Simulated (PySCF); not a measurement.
C3H10OSi2, SMILES O([SiH3])C[SiH2]C=C. Coordinates come from a PBE-D3(BJ)/def2-SVP optimisation. The structure was generated by enumeration, and PubChem lists no compound with its InChIKey, so it may never have been made. Other conformers were not sampled.

Computed equilibrium geometry at PBE-D3(BJ)/def2-SVP (PySCF confirms it by a frequency run) as Cartesian coordinates in Å (one conformer of several):
```xyz
16

C      3.2324    -1.0684     0.4370
C      2.0351    -0.8830    -0.1545
Si     1.3076     0.7943    -0.5695
C     -0.4067     0.9643     0.2611
O     -1.2155    -0.1144    -0.2158
Si    -2.7922    -0.3357     0.3361
H      3.6194    -2.0741     0.6781
H      3.8855    -0.2203     0.7086
H      1.4237    -1.7717    -0.3999
H      2.2227     1.8829    -0.0680
H      1.1150     0.9475    -2.0551
H     -0.8600     1.9567     0.0200
H     -0.2898     0.9289     1.3718
H     -3.6511     0.8604     0.0086
H     -2.8133    -0.5380     1.8311
H     -3.3086    -1.5556    -0.3631
```
Charge 0, spin multiplicity 1.
